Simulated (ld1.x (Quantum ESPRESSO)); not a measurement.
What one change does to a pseudopotential (tellurium (Te), TM)

* Element: tellurium (Te)
* Generator: ld1.x (Quantum ESPRESSO) 7.5
* Type: norm-conserving Troullier–Martins (Kleinman–Bylander form)
* Functional: PBEsol
* Relativity: scalar-relativistic
* Frozen core: [Kr]
* Valence charge: 16
* Reference configuration: 4d10 5s2 5p4
* Partial waves: 5s (bound): rc 1.50 bohr; 5p (bound): rc 2.25 bohr; 4d (bound): rc 1.05 bohr
* Local potential: all-electron potential smoothed inside 1.85 bohr (lloc = -1)
* Core correction: a·sin(br)/r model core, default radius (core density twice the valence density)

Change: local potential the p channel.

Cutoffs: the cutoffs (Ry, on a coarse ladder) from which the occupation-weighted sum of valence levels, in a spherical-Bessel basis at the reference potential, stays within 10 and 1 mRy of its value at 400 Ry; they do not see the model core or the augmentation charge, which bear on the density cutoff. Errors are all-electron minus pseudo energies relative to the spin-unpolarised reference configuration.

Task: What does the change do?

Result: The potential gets neither clearly harder nor softer (120 Ry and 200 Ry → 120 Ry and 200 Ry); the bound ghost in s disappears; of the 7 tests that both files solve, the error grows in 2 and shrinks in 4 by more than 15 % and 0.3 meV (median size 2.8 → 0.5 meV); the range in which the s phases agree widens (upper end -0.5 → 1.5); the range in which the p phases agree widens (upper end 2.1 → 3.6). In the separable form a ghost depends on how the local part lies against the semilocal potential of the channel, so the choice of the local part can create or remove one.

| quantity | base | changed |
| --- | --- | --- |
| cutoff, loose | 120 Ry | 120 Ry |
| cutoff, tight | 200 Ry | 200 Ry |
| loose cutoff by channel (10 mRy a level) | s 35 Ry, p 10 Ry, d 100 Ry | s 35 Ry, d 100 Ry, p 12 Ry |
| bound ghosts | s | none |
| error for 4d10 5s2 5p3, meV [ΔE 9.75 eV] | +2.8 | -0.2 |
| error for 4d10 5s2 5p2, meV [ΔE 27.72 eV] | +22 | +4.3 |
| error for 4d10 5s2 5p1, meV [ΔE 54.68 eV] | +71 | +15 |
| error for 4d10 5s2 5p3.5, meV [ΔE 3.91 eV] | +0.1 | -0.5 |
| error for 4d10 5s1 5p4, meV [ΔE 19.63 eV] | +13 | +0.4 |
| error for 4d10 5s1 5p5, meV [ΔE 9.29 eV] | -0.8 | -4.6 |
| error for 4d10 5s2 5p4.3, meV [ΔE -1.47 eV] | +0.6 | +0.5 |
| s: phases at 2.44 bohr within 0.05 rad from the reference energy up to (Ry; the scan ends near 5) | -0.5 | 1.5 |
| p: phases at 2.44 bohr within 0.05 rad from the reference energy up to (Ry; the scan ends near 5) | 2.1 | 3.6 |
| d: phases at 2.44 bohr within 0.05 rad from the reference energy up to (Ry; the scan ends near 5) | 0.4 | -0.3 |

 A true bound ghost makes a file unfit for plane-wave use even where its test errors are small: the radial tests pick states by their node count and pass the ghost by.
